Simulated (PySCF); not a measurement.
Atom-mapped SMILES (the numbers label the heavy atoms): `[F:1][c:2]1[p:3][cH:4][p:5][cH:6][p:7]1` (H(Xn): hydrogen on atom n).

Computational details: shieldings: GIAO PBE0/pcSseg-1, GFN2-xTB geometry, in PySCF 2.14.0 with density-fitted response routines (one averaged value for each set of equivalent atoms, non-relativistic Hamiltonian, a single conformation, no solvent).

References, each an isolated molecule treated in the same way: 13C (σ = 186.93 ppm) and 1H (σ = 31.72 ppm) against TMS; CFCl3 for 19F (σ = 170.95 ppm); H3PO4 for 31P (σ = 318.38 ppm).

```json
{"atoms": "H(C4)/H(C6)", "nucleus": "1H", "count": "2", "Hirshfeld charge": "0.05", "δ (ppm)": "?"}
{"atoms": "C2", "nucleus": "13C", "count": "1", "Hirshfeld charge": "-0.03", "δ (ppm)": "252.3"}
{"atoms": "C4/C6", "nucleus": "13C", "count": "2", "Hirshfeld charge": "-0.17", "δ (ppm)": "191.7"}
{"atoms": "P3/P7", "nucleus": "31P", "count": "2", "Hirshfeld charge": "0.12", "δ (ppm)": "228.4"}
{"atoms": "F1", "nucleus": "19F", "count": "1", "Hirshfeld charge": "-0.09", "δ (ppm)": "-39.4"}
{"atoms": "P5", "nucleus": "31P", "count": "1", "Hirshfeld charge": "0.12", "δ (ppm)": "?"}
```

Question: Estimate the values marked ?.

Answer: 
- H(C4)/H(C6): 11.03 ppm, hydrogen on an aromatic CH; aromatic region
- P5: 258.7 ppm, phosphorus bonded to 2 C, in a 6-membered ring

Shifts are as computed. Against solution values, carbons near 30 ppm lie about +3 ppm off and those near 130 ppm about +5 ppm. Of 1211 compounds with measured shifts, 218 miss one by over three times the rms of a fit or turn the order of signals round; such compounds aren't used in these exercises. Unscaled 19F shifts against computed CFCl3 carry errors that often reach 10 to 50 ppm. Experimental scales use liquid or dissolved standards, which lie at an offset from isolated H3PO4.
